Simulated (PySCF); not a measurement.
# A small calculation by hand: chemical shift, span and skew from a shielding tensor

C₆H₃B, SMILES C(#C)B(C#C)C#C. Atoms are numbered in the order given.

```xyz
10

B      0.0000     0.0000     0.0000
C     -1.5229     0.0000     0.0000
C     -2.7416     0.0000     0.0000
H     -3.8172     0.0000     0.0000
C      0.7615     1.3189     0.0000
C      1.3708     2.3743     0.0000
H      1.9086     3.3058     0.0000
C      0.7615    -1.3189     0.0000
C      1.3708    -2.3743     0.0000
H      1.9086    -3.3058     0.0000
```

Coordinates come from a PBE0-D3(BJ)/def2-SVP optimisation.

GIAO shieldings from KT2/pcSseg-1 (PySCF), non-relativistic, no solvent. The symmetric part of the tensor of C2 has the principal values -13.3, 6.5, 271.5 ppm. The same nucleus in TMS has σ = 185.1 ppm at this level (PySCF, at its B3LYP-D3(BJ)/def2-TZVP geometry).

Q: Work out the isotropic shielding, the ¹³C shift against TMS, the span and the skew.

A: 
σ(iso) = (σ11 + σ22 + σ33)/3 = 88.2 ppm. δ = σ(ref) − σ(iso) = 185.1 − (88.2) = 96.9 ppm.
Span Ω = σ33 − σ11 = 284.8 ppm. Skew κ = 3(σ(iso) − σ22)/Ω = 0.86. Tumbling in solution averages the tensor to δ; in a static solid the shielding alone would spread this spin-1/2 line over Ω.
